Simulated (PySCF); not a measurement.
# Atomic charges by several schemes

C7H8N2.
Cartesian coordinates in Å at the GFN2-xTB level; atoms count from 1:
```
atom  x, y, z in Å
C1     3.6179   -0.8571   -0.0209
C2     2.4180   -0.8885   -0.0448
C3     1.0112   -0.9065   -0.0737
N4     0.2833   -2.0582   -0.2075
C5    -0.9614   -1.6882   -0.1939
N6    -1.1050   -0.3443   -0.0572
C7    -2.3301    0.3974    0.0002
C8     0.1608    0.1760    0.0226
C9     0.4402    1.6247    0.1718
H10    4.6662   -0.8407    0.0005
H11   -1.7970   -2.3543   -0.2792
H12   -2.3752    1.1288   -0.8103
H13   -2.4143    0.9284    0.9517
H14   -3.1679   -0.2913   -0.0959
H15    1.5144    1.7770    0.2372
H16    0.0588    2.1846   -0.6836
H17   -0.0269    2.0241    1.0733
```

Density: PBE0/pcSseg-1 (PySCF); schemes: Mulliken, IAO, Hirshfeld and ESP-fitted. Isolated species at its GFN2-xTB geometry, gas phase.

Question: What partial charge does each atom carry?

Answer: In e:

| atom | environment | Mulliken | IAO | Hirshfeld | ESP-fitted |
| --- | --- | --- | --- | --- | --- |
| C1 | terminal alkyne carbon | -0.410 | -0.248 | -0.118 | -0.407 |
| C2 | alkyne carbon | +0.460 | -0.021 | -0.051 | -0.064 |
| C3 | substituted aromatic carbon | -0.144 | +0.021 | +0.002 | +0.329 |
| N4 | pyridine-type nitrogen | -0.403 | -0.317 | -0.206 | -0.507 |
| C5 | aromatic CH next to a ring nitrogen | +0.305 | +0.025 | +0.032 | -0.021 |
| N6 | pyrrole-type nitrogen | -0.663 | -0.081 | -0.005 | +0.179 |
| C7 | N-methyl carbon | -0.040 | -0.312 | -0.046 | -0.514 |
| C8 | substituted aromatic carbon | +0.061 | +0.049 | +0.034 | +0.028 |
| C9 | benzylic-type carbon | -0.104 | -0.435 | -0.115 | -0.634 |
| H10 | alkyne hydrogen | +0.039 | +0.200 | +0.088 | +0.296 |
| H11 | aromatic hydrogen | +0.094 | +0.162 | +0.061 | +0.170 |
| H12 | methyl hydrogen | +0.130 | +0.157 | +0.056 | +0.189 |
| H13 | methyl hydrogen | +0.131 | +0.157 | +0.056 | +0.186 |
| H14 | methyl hydrogen | +0.130 | +0.165 | +0.064 | +0.177 |
| H15 | methyl hydrogen | +0.151 | +0.175 | +0.054 | +0.208 |
| H16 | methyl hydrogen | +0.133 | +0.152 | +0.047 | +0.193 |
| H17 | methyl hydrogen | +0.131 | +0.151 | +0.047 | +0.194 |

Mean size of the charges over all atoms: ESP-fitted 0.253 e, Mulliken 0.208 e, IAO 0.166 e, Hirshfeld 0.064 e. Each set sums to the total charge, 0, to within 0.001 e. The Hirshfeld scheme weights the molecular density at each point by an atom's share of the summed free-atom densities. The IAO scheme projects the occupied orbitals on a minimal set of polarised atomic orbitals and counts the electrons in each atom's part of it.

Lowest charge. The schemes don't all agree: Mulliken N6 (-0.663); IAO C9 (-0.435); Hirshfeld N4 (-0.206); ESP-fitted C9 (-0.634).

Highest charge. The schemes don't all agree: Mulliken C2 (+0.460); IAO H10 (+0.200); Hirshfeld H10 (+0.088); ESP-fitted C3 (+0.329).

Question: How many electrons does the Hirshfeld scheme count on C5?

Answer: Z − q = 6 − (+0.032) = 5.968.

Question: Sum the charges by element.

Answer: 
```tsv
element	atoms	Mulliken	IAO	Hirshfeld	ESP-fitted
C	7	+0.127	-0.921	-0.262	-1.283
N	2	-1.066	-0.398	-0.212	-0.328
H	8	+0.938	+1.319	+0.474	+1.612
```

These values come from a run that also computed NMR shieldings. The run took 30 s wall on an Arm Neoverse V2 with one thread, shared host with 96 logical CPUs at a one-minute load of 72, and the process peaked at 0.86 GiB of memory.
